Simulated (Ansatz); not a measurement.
`B[SiH2][SiH2]Cl` at its PBE0-D4/def2-TZVP geometry, where that method's forces vanish. The species carries charge 0 and has multiplicity 1.

```xyz
10

B    -1.4952   -0.2718    0.4007
Si   -0.3135    0.5754   -1.0153
Si    1.5110   -0.0715    0.2708
Cl    0.2344   -1.3476    1.4238
H    -2.1666   -1.2245    0.1379
H    -1.8261    0.4217    1.3174
H    -0.3816    2.0495   -1.2073
H    -0.2467   -0.0802   -2.3500
H     2.6057   -0.9441   -0.2248
H     2.0788    0.8932    1.2468
```

What forces (eV/Å) does PBE-D4/def2-TZVPP give on these atoms in Ansatz 0.2.0? (Best estimate.)

The calculation gave: 
```
B1   0.114 -0.022  0.018
Si2 -0.067 -0.023  0.052
Si3 -0.003  0.135 -0.170
Cl4 -0.162 -0.168  0.150
H5  -0.072 -0.088 -0.036
H6  -0.040  0.076  0.082
H7   0.004  0.155 -0.025
H8   0.018 -0.064 -0.141
H9   0.137 -0.104 -0.043
H10  0.071  0.104  0.113
```
